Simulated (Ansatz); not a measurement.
## A basis-limit estimate, worked out

An elementary step of Si$_{2}$H$_{7}$OF, singlet (SiH₄O ([OH][SiH3]) + SiH₃F ([F][SiH3]) → Si₂H₆O ([SiH3][O][SiH3]) + HF; Si–F, H–O broken or loosened, Si–O, F–H formed or tightened). “Start” and “end” are the PBE0-D4/def2-TZVP structures reached by relaxing down either side of its saddle point, with the molecules still in contact.

Computed with Ansatz 0.2.0 (basis: def2-TZVPP and def2-QZVPP); correlated methods freeze the cores.

Energies in eV:

| quantity | end | start |
| --- | --- | --- |
| Hartree–Fock, triple zeta (X = 3) | -20583.65844 | -20583.90688 |
| Hartree–Fock, quadruple zeta (X = 4) | -20584.41293 | -20584.65867 |
| MP2 correlation, X = 3 | -20.87361 | -20.74204 |
| MP2 correlation, X = 4 | -22.62910 | -22.49354 |
| CCSD(T) correlation, X = 3 | -22.73587 | -22.62410 |

(1) Work out the step energy at the basis limit: extrapolate Hartree–Fock as E(X) = E∞ + A exp(−7.88 √X) and the MP2 correlation as E(X) = E∞ + B X^−2.97 (the exponents that Neese and Valeev fitted for def2-TZVPP and QZVPP), then add CCSD(T) − MP2 in triple zeta.

The T1 diagnostic stays at or below 0.012.

Results:

(1) Each step is linear, so take the differences first (end − start): Hartree–Fock 0.24844 (X = 3) and 0.24574 (X = 4); MP2 correlation -0.13157 and -0.13556; CCSD(T) correlation -0.11177.
Two points give E∞ = E(4) + w [E(4) − E(3)], with w = 1/(exp(7.88 (2 − √3)) − 1) = 0.1377 for Hartree–Fock and w = 1/((4/3)^2.97 − 1) = 0.7407 for the correlation.
Hartree–Fock: 0.24574 + 0.1377 × (-0.00270) = 0.2454 eV.
MP2 correlation: -0.13556 + 0.7407 × (-0.00399) = -0.1385 eV.
CCSD(T) − MP2: -0.11177 − (-0.13157) = 0.0198 eV.
Sum: 0.2454 + (-0.1385) + 0.0198 = 0.1267 eV, or 2.92 kcal/mol. Plain CCSD(T) in triple zeta gives 0.1367 eV, so the larger basis shifts the result by -0.0100 eV.

The step is the kind of ligand exchange by which a precursor binds to a hydroxyl group, or is hydrolysed, in atomic layer deposition of oxides.

Labels in which every atom is bracketed show which atoms are joined, not bond orders.

For scale, one of the runs: CCSD(T)/def2-TZVPP, 244 basis functions, launched by `ansatz run in.yaml --threads 4 --pin off --events-out ev --progress --plain --max-ram 9574MiB`. The run took 120 s on 4 CPU threads of an Intel Xeon (shared host), with 4.7 GiB of host memory at its peak.
